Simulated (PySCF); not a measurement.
Molecule (SMILES): B(F)=O.
Geometry (B3LYP-D3(BJ)/def2-TZVP, fixed):
```xyz
3

F      0.0000     0.0000    -1.1989
B      0.0000     0.0000     0.0871
O      0.0000     0.0000     1.2943
```

Basis-set convergence of the lowest singlet excitation energy at CAM-B3LYP with PySCF. Tamm-Dancoff approximation; the state is taken by its order, and sets in which it differs in degeneracy or brightness are left out, yet its character can still change. All functions are spherical. Density fitting with generated auxiliary sets. No added dispersion term, no relativity. Reference: the value in d-aug-cc-pVTZ, 7.943 eV, itself unsure by roughly 0.005 eV (its mean distance from aug-cc-pVQZ, aug-pcseg-2, aug-cc-pVTZ). Deviations are taken from unrounded values. Cost is core time over that of 6-311G**, rough, on shared machines of one kind; a dash marks a row that isn't timed (too short, read off another run, short of memory, by another algorithm or on other hardware).

| basis | functions | lowest singlet excitation energy (eV) | minus reference (eV) | cost |
|---|---|---|---|---|
| 3-21G | 27 | 8.693 | 0.749 | - |
| 6-31G | 27 | 8.764 | 0.821 | - |
| pcseg-0 | 27 | 8.418 | 0.474 | - |
| 6-31+G* | 54 | 7.956 | 0.012 | - |
| 6-311G** | 54 | 8.503 | 0.560 | 1× |
| 6-311+G** | 66 | 7.983 | 0.040 | 1× |
| def2-SVPD | 66 | 8.093 | 0.150 | 2× |
| pcseg-2 | 90 | 8.094 | 0.151 | 3× |
| 6-311++G(3df,3pd) | 117 | 7.942 | -0.001 | 5× |
| def2-TZVPPD | 117 | 7.950 | 0.006 | 6× |
| jun-cc-pV(T+d)Z | 117 | 7.945 | 0.002 | 5× |
| aug-cc-pVTZ | 138 | 7.945 | 0.001 | 7× |
| aug-cc-pVQZ | 240 | 7.943 | -0.001 | 30× |
